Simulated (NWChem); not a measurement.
Extrapolating the MP2 correlation energy of CH₃BO

```xyz
6

B      1.2813     0.3800     0.0000
H      1.7441    -0.0986     1.0226
H      1.7441    -0.0986    -1.0226
H      1.2403     1.5995     0.0000
O     -1.2605    -0.3738     0.0000
C     -0.1752    -0.0520     0.0000
```
Charge 0, spin multiplicity 1.

Program: NWChem. The geometry was optimised at PBE0/def2-SVP, a minimum by its harmonic frequencies.

The correlated methods keep 3 core orbitals frozen. The structure started from a generated list of species.

Worked example. The MP2 correlation energy is -407.71 mHa in cc-pVDZ and -500.39 mHa in cc-pVTZ. The form E(X) = E∞ + A/X³ turns the pair into an estimate of the basis-set limit.

E∞ = (3³·(-500.39) − 2³·(-407.71))/(3³ − 2³) = -539.4 mHa. The larger basis holds 93 % of that, at about 7 times the processor time of the smaller one. This is a two-point estimate, and a rough one from so small a pair.
